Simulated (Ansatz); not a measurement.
**Nudged elastic band run: CH5BFNSi**

The input (input.yaml):

```yaml
crystal:
  periodic: [false, false, false]
  atoms:
    - { symbol: B, position_ang: [0.250288, 1.529234, 0.790847] }
    - { symbol: "N", position_ang: [0.009103, 0.294683, 0.230852] }
    - { symbol: Si, position_ang: [-0.102324, -1.464823, 0.27463] }
    - { symbol: C, position_ang: [-0.200486, -0.254936, -1.165085] }
    - { symbol: F, position_ang: [0.793116, -0.051261, -2.085914] }
    - { symbol: H, position_ang: [0.412752, 1.604303, 1.952207] }
    - { symbol: H, position_ang: [0.287328, 2.480309, 0.101555] }
    - { symbol: H, position_ang: [-1.291728, -2.026103, 0.894008] }
    - { symbol: H, position_ang: [1.138553, -2.152367, 0.585254] }
    - { symbol: H, position_ang: [-1.213501, -0.010238, -1.575454] }
basis:
  gaussian: { orbitals: STO-3G }
hamiltonian:
  xc: lda
neb:
  order_check: false
  images: 7
  f_tol: 0.5
  max_iterations: 60
  final_atoms:
    - { symbol: B, position_ang: [0.24909386, 1.52953037, 0.79136389] }
    - { symbol: "N", position_ang: [0.01541851, 0.2939137, 0.23006246] }
    - { symbol: Si, position_ang: [-0.09996458, -1.46479083, 0.27408875] }
    - { symbol: C, position_ang: [-0.20059727, -0.2548596, -1.16550011] }
    - { symbol: F, position_ang: [0.79178102, -0.05432457, -2.08849317] }
    - { symbol: H, position_ang: [0.27543869, 2.48278218, 0.10448038] }
    - { symbol: H, position_ang: [0.41599423, 1.60278924, 1.95229502] }
    - { symbol: H, position_ang: [-1.28927012, -2.02003542, 0.89939833] }
    - { symbol: H, position_ang: [1.13892267, -2.15868682, 0.579253] }
    - { symbol: H, position_ang: [-1.213716, -0.00751725, -1.57404855] }
  initial_path:
    images:
      - { positions_ang: [[0.250288, 1.529234, 0.790847], [0.009103, 0.294683, 0.230852], [-0.102324, -1.464823, 0.27463], [-0.200486, -0.254936, -1.165085], [0.793116, -0.051261, -2.085914], [0.412752, 1.604303, 1.952207], [0.287328, 2.480309, 0.101555], [-1.291728, -2.026103, 0.894008], [1.138553, -2.152367, 0.585254], [-1.213501, -0.010238, -1.575454]] }
      - { positions_ang: [[0.21848694, 1.47495407, 0.79581343], [0.20296929, 0.2986108, 0.15692366], [-0.0956256, -1.42615944, 0.26207757], [-0.13972328, -0.22161404, -1.16629037], [0.78099162, -0.18188042, -2.12412726], [0.3276214, 1.81938606, 1.61052278], [0.09239389, 2.10400602, 0.52859464], [-1.24894343, -1.81331507, 0.96557326], [1.09248724, -2.20882643, 0.49710266], [-1.14755706, 0.10363946, -1.52329038]] }
      - { positions_ang: [[0.18668587, 1.42067413, 0.80077986], [0.39683558, 0.3025386, 0.08299533], [-0.0889272, -1.38749587, 0.24952515], [-0.07896056, -0.18829208, -1.16749573], [0.76886723, -0.31249984, -2.16234052], [0.2424908, 2.03446912, 1.26883855], [-0.10254022, 1.72770303, 0.95563428], [-1.20615885, -1.60052714, 1.03713852], [1.04642148, -2.26528586, 0.40895133], [-1.08161312, 0.21751691, -1.47112675]] }
      - { positions_ang: [[0.15488481, 1.3663942, 0.80574629], [0.59070187, 0.30646639, 0.00906699], [-0.0822288, -1.34883231, 0.23697272], [-0.01819785, -0.15497012, -1.1687011], [0.75674285, -0.44311925, -2.20055378], [0.15736019, 2.24955218, 0.92715433], [-0.29747433, 1.35140005, 1.38267392], [-1.16337428, -1.38773921, 1.10870377], [1.00035573, -2.3217453, 0.32079999], [-1.01566919, 0.33139437, -1.41896313]] }
      - { positions_ang: [[0.12308374, 1.31211427, 0.81071272], [0.78456816, 0.31039419, -0.06486134], [-0.0755304, -1.31016874, 0.2244203], [0.04256487, -0.12164816, -1.16990647], [0.74461847, -0.57373867, -2.23876705], [0.07222959, 2.46463524, 0.5854701], [-0.49240844, 0.97509706, 1.80971356], [-1.1205897, -1.17495129, 1.18026903], [0.95428997, -2.37820473, 0.23264865], [-0.94972525, 0.44527182, -1.3667995]] }
      - { positions_ang: [[0.15458627, 1.3664683, 0.80587551], [0.59228074, 0.30627407, 0.00886961], [-0.08163895, -1.34882426, 0.23683741], [-0.01822566, -0.15495102, -1.16880488], [0.7564091, -0.44388515, -2.20119858], [0.12303187, 2.46917197, 0.46522267], [-0.26530777, 1.13202011, 1.84535892], [-1.16275981, -1.38622232, 1.11005136], [1.00044814, -2.32332525, 0.31929974], [-1.01572294, 0.33207455, -1.41861176]] }
      - { positions_ang: [[0.1860888, 1.42082232, 0.8010383], [0.39999333, 0.30215395, 0.08260056], [-0.08774749, -1.38747978, 0.24925452], [-0.0790162, -0.18825388, -1.16770329], [0.76819974, -0.31403162, -2.16363011], [0.17383414, 2.47370871, 0.34497524], [-0.03820711, 1.28894315, 1.88100429], [-1.20492991, -1.59749335, 1.03983368], [1.04660632, -2.26844577, 0.40595083], [-1.08172062, 0.21887728, -1.47042403]] }
      - { positions_ang: [[0.21759133, 1.47517635, 0.79620109], [0.20770592, 0.29803382, 0.15633151], [-0.09385604, -1.4261353, 0.26167164], [-0.13980674, -0.22155674, -1.1666017], [0.77999038, -0.1841781, -2.12606164], [0.22463642, 2.47824544, 0.22472781], [0.18889356, 1.4458662, 1.91664965], [-1.24710002, -1.80876438, 0.96961601], [1.09276449, -2.21356629, 0.49260191], [-1.14771831, 0.10568002, -1.52223629]] }
      - { positions_ang: [[0.24909386, 1.52953037, 0.79136389], [0.01541851, 0.2939137, 0.23006246], [-0.09996458, -1.46479083, 0.27408875], [-0.20059727, -0.2548596, -1.16550011], [0.79178102, -0.05432457, -2.08849317], [0.27543869, 2.48278218, 0.10448038], [0.41599423, 1.60278924, 1.95229502], [-1.28927012, -2.02003542, 0.89939833], [1.13892267, -2.15868682, 0.579253], [-1.213716, -0.00751725, -1.57404855]] }
```

Launched with:

```bash
$ ansatz run input.yaml --threads 1 --pin off --max-ram 2048MiB --backend cpu --events-out ev --progress --plain --runs-dir out
```

Output, in part (warnings, iteration lines, the closing report on the highest movable image, with atoms numbered from 0):

```
NEB end point (image 0): max|allowed force component| = 9.740e-3 eV/Å (the criterion of neb.relax_end_points is 1.000e-1)
NEB end point (image 8): max|allowed force component| = 1.052e-2 eV/Å (the criterion of neb.relax_end_points is 1.000e-1)
NEB iter   1: max|band force component| = 1.543e2 eV/Å  barrier→ = 50.7273 eV  barrier← = 50.7272 eV  Δτ_max = 0.1969 Å  (214 SCF iters)
NEB iter   2: max|band force component| = 5.126e1 eV/Å  barrier→ = 19.6371 eV  barrier← = 19.6370 eV  Δτ_max = 0.1952 Å  (209 SCF iters)
NEB iter   3: max|band force component| = 3.156e1 eV/Å  barrier→ = 11.3149 eV  barrier← = 11.3148 eV  Δτ_max = 0.1987 Å  (199 SCF iters)
NEB iter   4: max|band force component| = 1.598e1 eV/Å  barrier→ = 5.8096 eV  barrier← = 5.8095 eV  Δτ_max = 0.1961 Å  (192 SCF iters)
NEB iter   5: max|band force component| = 8.476e0 eV/Å  barrier→ = 2.7923 eV  barrier← = 2.7922 eV  Δτ_max = 0.2000 Å  (195 SCF iters)
NEB iter   6: max|band force component| = 4.366e0 eV/Å  barrier→ = 1.8771 eV  barrier← = 1.8770 eV  Δτ_max = 0.1941 Å  (193 SCF iters)
NEB iter   7: max|band force component| = 2.729e0 eV/Å  barrier→ = 1.5324 eV  barrier← = 1.5323 eV  Δτ_max = 0.1954 Å  (189 SCF iters)
NEB iter   8: max|band force component| = 1.863e0 eV/Å  barrier→ = 1.4725 eV  barrier← = 1.4724 eV  Δτ_max = 0.1135 Å  (193 SCF iters)
NEB iter   9: max|band force component| = 1.230e0 eV/Å  barrier→ = 1.4063 eV  barrier← = 1.4063 eV  Δτ_max = 0.0719 Å  (185 SCF iters)
NEB iter  10: max|band force component| = 7.229e-1 eV/Å  barrier→ = 1.3884 eV  barrier← = 1.3883 eV  Δτ_max = 0.1230 Å  (180 SCF iters)
NEB iter  11: max|band force component| = 1.389e0 eV/Å  barrier→ = 1.3866 eV  barrier← = 1.3865 eV  Δτ_max = 0.0608 Å  (188 SCF iters)
NEB iter  12: max|band force component| = 3.700e-1 eV/Å  barrier→ = 1.3797 eV  barrier← = 1.3797 eV  CI = image 4  Δτ_max = 0.0000 Å  (344 SCF iters)
Total energy: -13625.26254588 eV, -500.7191630263 hartree
Atom 0 at     0.128554     1.397042     0.776445 Å, force    -0.083004    -0.012094    -0.068144 eV/Å
Atom 1 at     0.733099     0.329932     0.009169 Å, force     0.073775     0.179496    -0.036969 eV/Å
Atom 2 at     0.083242    -1.348009     0.279282 Å, force     0.062685    -0.076325     0.054618 eV/Å
Atom 3 at    -0.158101    -0.233470    -1.159673 Å, force    -0.204232     0.015086     0.026487 eV/Å
Atom 4 at     0.547773    -0.300153    -2.332989 Å, force    -0.016025    -0.015403    -0.034420 eV/Å
Atom 5 at     0.835798     2.254108     1.182848 Å, force    -0.003327    -0.194827     0.293195 eV/Å
Atom 6 at    -1.038398     1.472144     1.001390 Å, force     0.091271     0.081210    -0.343916 eV/Å
Atom 7 at    -1.036631    -1.550178     1.185675 Å, force     0.073399     0.043168     0.050948 eV/Å
Atom 8 at     1.136354    -2.341788     0.363590 Å, force     0.025437    -0.008657     0.004188 eV/Å
Atom 9 at    -1.148590     0.269175    -1.302838 Å, force    -0.019980    -0.011654     0.054014 eV/Å
Dipole moment:    -0.307120    -0.485220     0.025162 e Å
```

It converged. The threshold of 0.5 eV/Å is loose, so the images may lie well off the minimum-energy path. The order of the stationary point at the top wasn't checked. Limits of this set-up: minimal basis.

Final band (atoms are numbered from 1 in the order of the input):

```csv
image,path coordinate (Å),energy (kJ/mol),dihedral H6–B1–N2–C4 (°)
0,0.00,0.0,-177
1,0.69,7.3,167
2,1.37,35.1,171
3,2.06,86.5,-168
4,2.75,133.1,-145
5,3.44,131.3,-111
6,4.13,64.4,-72
7,4.82,13.2,-33
8,5.51,0.0,2
```

Run time: 2 min on 1 CPU thread of a shared host.
